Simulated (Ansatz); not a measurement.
C3H8Si2 can be A, `C[SiH2]C1=C[SiH2]1`, or B, `C#CC([SiH3])[SiH3]`.

Program: Ansatz. Geometries: PBE0-D4/def2-TZVP. ΔE: electronic, gas phase. CCSD(T)/CBS adds triple-zeta CCSD(T) − MP2 to the extrapolated MP2 energy (def2 sets, frozen cores). Functionals use def2-TZVPP. B3LYP here is the variant with VWN-RPA as its local correlation; programs differ in this. Each species was taken in one conformer, which may not be the lowest.

A:

```xyz
13

C    -1.7755    1.2779    0.5825
Si   -0.7547   -0.2437    0.9503
C     0.6484   -0.4391   -0.2382
C     1.1660    0.1885   -1.2993
Si    2.1215   -1.2856   -0.9125
H    -2.2004    1.2264   -0.4228
H    -1.1635    2.1805    0.6486
H    -2.5992    1.3743    1.2939
H    -1.5950   -1.4700    0.8705
H    -0.1833   -0.1728    2.3233
H     0.9111    1.0861   -1.8515
H     3.4330   -1.1989   -0.2290
H     1.9915   -2.5236   -1.7160
```

B:

```xyz
13

C     1.994   -1.621    0.361
C     1.075   -0.855    0.481
C    -0.033    0.065    0.556
Si    0.411    1.676   -0.332
Si   -1.584   -0.741   -0.169
H     2.809   -2.299    0.269
H    -0.255    0.318    1.601
H     1.625    2.270    0.280
H    -0.725    2.627   -0.204
H     0.658    1.394   -1.767
H    -1.357   -1.041   -1.604
H    -1.891   -1.995    0.564
H    -2.727    0.203   -0.036
```

Q: Which isomer does CCSD(T)/CBS put lower? Give the gap. (An estimate is asked.)

A: Computed: A, by 43.4 kJ/mol.

Q: Give E(B) − E(A) in kJ/mol with PBE0-D4, B3LYP, CCSD(T)/def2-TZVPP, ωB97M-V, CCSD/def2-TZVPP, MP2/def2-TZVPP, B3LYP-D4. (Estimate.)

A: The calculation gave: PBE0-D4 60.8, B3LYP 44.6, CCSD(T)/def2-TZVPP 40.1, ωB97M-V 50.0, CCSD/def2-TZVPP 38.5, MP2/def2-TZVPP 37.8, B3LYP-D4 41.1. None reverses the order clearly.

Largest T1 diagnostic: 0.012.

The D4 term adds −3.5 kJ/mol with B3LYP and −1.9 kJ/mol with PBE0; it sums over pairs of atoms, weighted by their polarisabilities, and B3LYP, whose exchange is more repulsive, gets the larger term. In def2-TZVPP, CCSD(T) changes the Hartree–Fock value by +12.5 kJ/mol (the triples alone add +1.5 kJ/mol) and MP2 by +10.3 kJ/mol.
